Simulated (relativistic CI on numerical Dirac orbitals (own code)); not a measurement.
# Transition arrays of Cs¹¹⁺

Calculated at this level of theory: Dirac-Coulomb-Breit CI, KLI orbitals optimised for each configuration, QED by a radiative potential, valence Slater integrals scaled by 0.9, whole transition arrays (own radial code, finite nucleus).

Configuration list (outside the closed core [Ar] 3d10 4s2): 4p6 4d8, 4p6 4d7 4f, 4p5 4d9, 4p6 4d7 5p, 4p6 4d7 5f. Levels of other configurations are missing.

All E1 lines from the levels of 4p6 4d8; mean and standard deviation are weighted by gf, and upper levels are sorted by their leading configuration.

| Upper configuration | Lines | Σgf | Mean (eV) | Mean (nm) | σ (eV) | Strongest line (nm) |
| --- | --- | --- | --- | --- | --- | --- |
| 4p6 4d7 4f | 743 | 439.0 | 121.04 | 10.243 | 2.48 | 10.194 |
| 4p5 4d9 | 38 | 25.0 | 124.29 | 9.976 | 5.40 | 9.940 |
| 4p6 4d7 5p | 466 | 46.5 | 105.04 | 11.803 | 2.34 | 11.957 |
| 4p6 4d7 5f | 721 | 3.7 | 168.48 | 7.359 | 2.54 | 7.301 |

Σgf per state of the lower configuration in bins of 0.1 nm over the central range (centre: value): 9.65: 0.09, 9.75: 0.06, 9.85: 0.09, 9.95: 0.73, 10.05: 0.62, 10.15: 1.75, 10.25: 5.42, 10.35: 1.05, 10.45: 0.20, 10.55: 0.14, 11.55: 0.07, 11.65: 0.11, 11.75: 0.16, 11.85: 0.28, 11.95: 0.23.

Task: How do configuration mixing and the scaling of the Slater integrals move the arrays?

Result: Slater scale 0.9, no configuration mixing: 4p6 4d7 4f 119.3 ± 4.0 eV (Σgf 398.4), 4p5 4d9 102.1 ± 7.3 eV (Σgf 48.8), 4p6 4d7 5p 104.7 ± 2.1 eV (Σgf 47.6), 4p6 4d7 5f 168.3 ± 2.4 eV (Σgf 2.7); Slater scale 1: 4p6 4d7 4f 123.5 ± 2.7 eV (Σgf 448.6), 4p5 4d9 126.8 ± 5.6 eV (Σgf 25.6), 4p6 4d7 5p 105.1 ± 2.5 eV (Σgf 45.3), 4p6 4d7 5f 168.6 ± 2.7 eV (Σgf 4.7); Slater scale 0.8: 4p6 4d7 4f 118.5 ± 2.3 eV (Σgf 429.5), 4p5 4d9 121.7 ± 5.2 eV (Σgf 24.5), 4p6 4d7 5p 104.9 ± 2.2 eV (Σgf 47.4), 4p6 4d7 5f 168.4 ± 2.3 eV (Σgf 2.9). With mixing, levels are counted to their leading configuration, so an array can shrink or vanish into another, and the sums then hold other lines.
